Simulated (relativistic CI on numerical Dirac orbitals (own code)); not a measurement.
# Radial parameters of Cr7+

Calculated at this level of theory: Dirac-Coulomb-Breit CI, separate exchange-only KLI orbitals for each configuration, a model potential for QED, unscaled Slater integrals (own radial code, finite nucleus).

Slater integrals F^k, G^k are unscaled and averaged over j, outside the closed core [Ne]; ζ comes from projecting the Hamiltonian with its Breit term on Σ l·s of the shell.

- 3s²3p⁵: ζ(3p) = 6656.1 cm⁻¹; <r>(3p) = 0.8528, <r^2>(3p) = 0.8406 (bohr units).
- 3s²3p⁴3d: F^2(3p,3p) = 117790, ζ(3p) = 6677.4, F^2(3p,3d) = 113810, G^1(3p,3d) = 136560, G^3(3p,3d) = 86149, ζ(3d) = 427.16 cm⁻¹; <r>(3p) = 0.853, <r^2>(3p) = 0.8409, <r>(3d) = 0.8587, <r^2>(3d) = 0.8734 (bohr units).
- 3s3p⁵3d: G^1(3s,3p) = 156040, ζ(3p) = 6666.4, G^2(3s,3d) = 106070, F^2(3p,3d) = 113670, G^1(3p,3d) = 136430, G^3(3p,3d) = 86043, ζ(3d) = 446.73 cm⁻¹; <r>(3s) = 0.8333, <r^2>(3s) = 0.7921, <r>(3p) = 0.8536, <r^2>(3p) = 0.8423, <r>(3d) = 0.86, <r^2>(3d) = 0.876 (bohr units).

Averages of the first 10 configurations, taken without configuration mixing, which lowers the lowest level and can move excited configurations by several eV; other configurations of the list can lie among them:

```tsv
Configuration	Parity	States	Average energy above the lowest level (eV)
3s²3p⁵	odd	6	4.6
3s3p⁶	even	2	42.2
3s²3p⁴3d	even	150	51.7
3s3p⁵3d	odd	120	86.9
3p⁶3d	even	10	127.5
3s²3p⁴4s	even	30	97.8
3s3p⁴3d²	even	1350	133.2
3s²3p⁴4p	odd	90	108.1
3s²3p³3d4p	even	1200	155.8
3p⁶4s	even	2	175.5
```
